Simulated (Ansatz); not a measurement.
Start from `C1[CH2][GaH][CH2]1` and change one atom or group to get `[F][Ga]1[CH2]C[CH2]1`.

Ansatz, PBE0-D4/def2-TZVP geometries, multiplicity 1. 

Scalar relativity is left out up to krypton.

```tsv
property	`C1[CH2][GaH][CH2]1`
size of the dipole moment (B3LYP/def2-TZVPP) / D	0.15
LUMO energy (PBE/def2-TZVPP) / eV	-1.98
LUMO energy (ωB97M-V/def2-TZVPP) / eV	0.47
HOMO energy (B3LYP/def2-TZVPP) / eV	-6.64
HOMO–LUMO gap (PBE0/def2-TZVPP) / eV	5.66
HOMO energy (PBE0/def2-TZVPP) / eV	-6.84
```

**Question.** Give the same properties after the change, and the shifts. (Best estimate.)

**Answer.** Computed: 
| property | `[F][Ga]1[CH2]C[CH2]1` | shift |
| --- | --- | --- |
| size of the dipole moment (B3LYP/def2-TZVPP) / D | 2.25 | 2.10 |
| LUMO energy (PBE/def2-TZVPP) / eV | -1.60 | 0.38 |
| LUMO energy (ωB97M-V/def2-TZVPP) / eV | 0.86 | 0.39 |
| HOMO energy (B3LYP/def2-TZVPP) / eV | -7.00 | -0.36 |
| HOMO–LUMO gap (PBE0/def2-TZVPP) / eV | 6.40 | 0.74 |
| HOMO energy (PBE0/def2-TZVPP) / eV | -7.20 | -0.36 |

With PBE0 the HOMO falls by 0.36 eV and the LUMO rises by 0.37 eV, so the gap widens by about 0.73 eV. PBE moves the HOMO by -0.31 eV and ωB97M-V by -0.36 eV. Dipoles are sizes alone; their direction can turn.

Positive LUMOs are unbound, so they and the gaps depend on the basis.

B3LYP here is the variant with VWN-RPA as its local correlation; programs differ in this.
